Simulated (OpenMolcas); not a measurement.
Ni2+ among 6 point charges of -1.5 e arranged as an octahedron (Oh).

```json
{"Program": "OpenMolcas 26.06", "Method": "CASSCF", "Basis": "ANO-RCC-VDZP [5s4p2d1f]", "Scalar Hamiltonian": "DKH2, point nucleus", "Active space": "8 electrons in 5 orbitals (3d)", "State averaging": "2S+1 = 3 even, 10 roots; 2S+1 = 1 even, 15 roots", "Spin-orbit coupling": "RASSI with atomic mean-field integrals over the reference wave functions"}
```

All point charges move together. At R = 1.82 Å the first state of the same spin is 4999 cm-1, and at R = 2 Å it is 3376 cm-1.

Question: A third run gives 6430 cm-1. What distance was it run at?

Answer: With a power law R^-n the two known points give n = -ln(3376 / 4999) / ln(2 / 1.82) = 4.16. Then R = 1.82 × (4999 / 6430)^(1/4.16) = 1.713 Å. The run was at 1.71 Å, so the estimate is off by +0.003 Å.

Without dynamic correlation the repulsion within the d shell is too large (B by tens of per cent), so at a given field states of lower spin stand too high. Point charges carry no covalency, so the field is a model and not that of real ligands. No measured value stands beside these numbers.
